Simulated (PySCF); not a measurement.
# Core-level binding energies of TiOCl2

TiOCl2 (singlet state).
Bonds: Ti1–O2, Ti1–Cl3, Ti1–Cl4.

Computed with PySCF 2.14.0, delta-SCF UKS SCAN, pcX-2 on the ionised atom (unc-x2c-TZVPall on a metal), pcseg-1 elsewhere, spin-free X2C. Binding energies are ΔSCF values: E(core-ionised, relaxed orbitals) − E(ground state) at a fixed geometry, referred to the vacuum level.

Task: Give the core binding energies atom by atom.

Result: 
```
atom(s)  bonded to     level  binding energy (eV)  2p1/2 (eV)  count
     O2         Ti      O 1s               538.11           –      1
Cl3/Cl4         Ti  Cl 2p3/2               205.95      207.60      2
Cl3/Cl4         Ti     Cl 1s              2828.55           –      2
```

Task: Which photon energy gives electrons from Cl 1s of Cl3/Cl4 a kinetic energy of 100 eV, and what is their de Broglie wavelength?

Result: hν = 2828.55 + 100 = 2928.55 eV, recoil neglected; λ = 12.264 Å/√(E/eV) = 1.23 Å.

Task: Which effective nuclear charge Zeff reproduces each element's mean 1s value in the hydrogen-like formula E = 13.606 eV × Zeff²?

Result: O (Z = 8): mean 538.1 eV, Zeff = 6.29, Z − Zeff = 1.71; Cl (Z = 17): mean 2828.6 eV, Zeff = 14.42, Z − Zeff = 2.58. Means run over the listed sites, weighted by atom count.

Atoms equivalent by their bonding share one computed value, that of the first of them. Not every level is listed. For 2p shells one spin-free hole was relaxed; a mean-field spin–orbit operator and the ground-state splitting of the three 2p orbitals were then diagonalised within the shell. The shell's mean is (2 × 2p3/2 + 2p1/2)/3, and the degeneracies 2j + 1 give areas of 2:1. 2p1/2 minus 2p3/2 (ligand field included): Cl 1.65 eV. No level of titanium is listed. Geometry: PBE0-D3(BJ)/def2-SVP; no solvent, vibrations or thermal averaging. Metal 2p energies of this one-determinant scheme are less reliable than its 1s energies.
